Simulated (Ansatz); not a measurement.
`C[SiH2][BH][ZnH]` + `C[O][Al]([CH3])[OH]` → `CO[BH][ZnH]` + `C[SiH2][Al]([CH3])[OH]`  (redistribution)

Calculated with Ansatz (gas phase, PBE0-D4/def2-TZVP geometries, no zero-point term in ΔE). CCSD(T)/CBS is the MP2 limit (def2-TZVPP, def2-QZVPP) plus CCSD(T) − MP2 in def2-TZVPP, frozen cores. Functionals use def2-TZVPP. For Zn outer-core shells are correlated without core-valence functions, which leaves a few kJ/mol of doubt a bond. Scalar relativity is left out up to krypton. One conformer a species, not always the lowest.

`C[SiH2][BH][ZnH]`:

```xyz
11

C     1.226    1.095   -0.387
Si    0.531   -0.022    0.954
B    -0.939   -1.259    0.394
Zn   -2.177   -0.976   -1.247
H     1.722    0.507   -1.163
H     1.958    1.795    0.022
H     0.430    1.674   -0.860
H    -0.164    0.822    1.985
H     1.658   -0.708    1.654
H    -1.153   -2.180    1.135
H    -3.094   -0.748   -2.486
```

`C[O][Al]([CH3])[OH]`:

Cartesian coordinates in Å:
```
C -1.878 0.084 0.891
O -1.170 0.495 -0.239
Al 0.422 0.302 -0.775
C 1.762 -0.674 0.229
O 0.829 1.006 -2.261
H -2.732 -0.538 0.599
H -1.263 -0.498 1.590
H -2.268 0.953 1.432
H 1.452 -1.707 0.409
H 2.717 -0.696 -0.301
H 1.933 -0.220 1.210
H 0.195 1.494 -2.783
```

`CO[BH][ZnH]`:

```xyz
9

C    -1.055   -0.175   -1.263
O    -0.440    0.370   -0.109
B     0.634   -0.196    0.475
Zn    1.431    0.726    2.173
H    -2.096   -0.408   -1.031
H    -1.032    0.570   -2.060
H    -0.538   -1.082   -1.589
H     1.060   -1.210   -0.038
H     2.035    1.407    3.443
```

`C[SiH2][Al]([CH3])[OH]`:

Z-matrix (Å, degrees):
```
C
Si 1 1.886
H 1 1.092 2 111.0
H 1 1.092 2 110.9 3 120.2
H 1 1.092 2 110.8 3 -120.2
Al 2 2.464 1 113.9 3 179.2
H 2 1.497 1 108.7 3 56.7
H 2 1.496 1 108.9 3 -57.4
O 6 1.704 2 119.0 1 172.1
C 6 1.947 2 124.7 1 -8.2
H 9 0.956 6 122.9 2 -0.7
H 10 1.093 6 111.8 2 -179.3
H 10 1.095 6 111.1 2 59.8
H 10 1.095 6 111.1 2 -58.4
```

| level | ΔE (kJ/mol) |
| --- | --- |
| r2SCAN-D4 | -21.6 |
| PBE0-D4 | -29.8 |
| ωB97M-V | -21.0 |
| B2PLYP | -22.3 |
| r2SCAN | -21.9 |
| CCSD(T)/def2-TZVPP | -21.3 |
| MP2/def2-QZVPP | -17.0 |
| CCSD/CBS(def2) | -15.1 |

(1) What does CCSD(T)/CBS give? (An estimate is asked.)

Largest T1 diagnostic among the species: 0.016.

Results:

(1) Ansatz gave: -19.4 kJ/mol. The listed levels differ from it by -2.2, -10.4, -1.6, -2.9, -2.5, -1.9, 2.4, 4.3 kJ/mol.

In def2-TZVPP, CCSD(T) changes the Hartree–Fock value by −14.5 kJ/mol (the triples alone add −4.2 kJ/mol) and MP2 by −11.5 kJ/mol. From PBE to PBE0 (25 % exact exchange), in def2-TZVPP and without D4, ΔE moves by +7.9 kJ/mol.
